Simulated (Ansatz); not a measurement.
AsBH6O3 at its PBE0-D4/def2-TZVP geometry, where that method's forces vanish. Charge 0, multiplicity 1. The bonds changed during the relaxation, so this is another structure than the one it started from.

| atom | x (Å) | y (Å) | z (Å) |
| --- | --- | --- | --- |
| O1 | -1.065 | -1.393 | 0.664 |
| B2 | -0.273 | -1.269 | -0.442 |
| O3 | 1.066 | -1.156 | -0.214 |
| O4 | -0.713 | -1.259 | -1.744 |
| As5 | 0.326 | 2.044 | 0.635 |
| H6 | -2.005 | -1.447 | 0.490 |
| H7 | 1.557 | -1.075 | -1.034 |
| H8 | -1.661 | -1.316 | -1.866 |
| H9 | 0.595 | 1.346 | 1.955 |
| H10 | 1.804 | 2.097 | 0.282 |
| H11 | 0.369 | 3.427 | 1.274 |

(1) For each bond, give half the difference of the two atoms' forces along it (eV/Å; positive pushes the atoms apart) under PBE-D4, r2SCAN-D4, B3LYP-D4, ωB97M-V in def2-TZVPP. (An estimate is asked.)

Results:

(1) The calculation gave: 
```csv
bond,length (Å),PBE-D4,r2SCAN-D4,B3LYP-D4,ωB97M-V
O1–B2,1.366,0.18,0.08,0.06,0.10
O1–H6,0.957,0.35,0.00,-0.02,-0.08
B2–O3,1.363,0.27,0.11,0.05,0.10
B2–O4,1.374,0.14,0.06,0.09,0.11
O3–H7,0.959,0.35,0.00,-0.02,-0.07
O4–H8,0.957,0.35,0.01,-0.02,-0.09
As5–H9,1.517,0.24,-0.01,0.03,-0.11
As5–H10,1.520,0.24,-0.02,0.04,-0.11
As5–H11,1.524,0.24,-0.02,0.05,-0.11
```

B3LYP here is the variant with VWN-RPA as its local correlation; programs differ in this.

Program: Ansatz 0.2.0.
